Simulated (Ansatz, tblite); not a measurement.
Forces on the cluster Mg3O4⁻ at its PBE0-D4/def2-SVPD geometry. The state is a doublet with charge -1.

The xTB rows come from tblite. The structure holds one bond between oxygen atoms, so isomers without such links may lie far lower. At PBE-D4/def2-TZVPD the highest occupied level of the charge -1 doublet lies above zero (up to 0.17 eV). The electron is either unbound and held by the finite basis, or the level is raised by self-interaction error. The structure comes from a short search, and lower isomers may exist.

GFN1-xTB (tblite), largest force 0.43 eV/Å:

```xyz
7
positions Å, forces eV/Å
Mg    0.197   -0.557    0.622   -0.094   -0.053    0.419
Mg    1.217   -1.006   -1.699    0.242   -0.237   -0.250
Mg   -1.004    1.570   -0.274   -0.220    0.346   -0.061
O     0.096    0.443   -1.300   -0.030    0.153   -0.250
O     1.336   -1.901   -0.069   -0.147    0.156    0.131
O    -0.311    1.149    1.549   -0.093   -0.334   -0.062
O    -1.531    0.302    1.172    0.342   -0.030    0.073
```

GFN2-xTB (tblite), largest force 1.03 eV/Å:

```
Mg -0.049 -0.132 0.448
Mg -0.290 0.093 0.740
Mg 0.272 -0.484 0.216
O -0.025 -0.072 0.228
O -0.382 0.790 -0.534
O -0.352 -0.506 -0.731
O 0.826 0.310 -0.367
```

PBE-D4/def2-TZVPD (Ansatz), largest force 0.94 eV/Å:

```
Mg 0.007 -0.041 0.066
Mg 0.104 -0.055 -0.211
Mg -0.065 0.106 -0.025
O -0.032 0.123 -0.174
O 0.075 -0.169 0.140
O 0.696 0.531 0.330
O -0.784 -0.494 -0.125
```
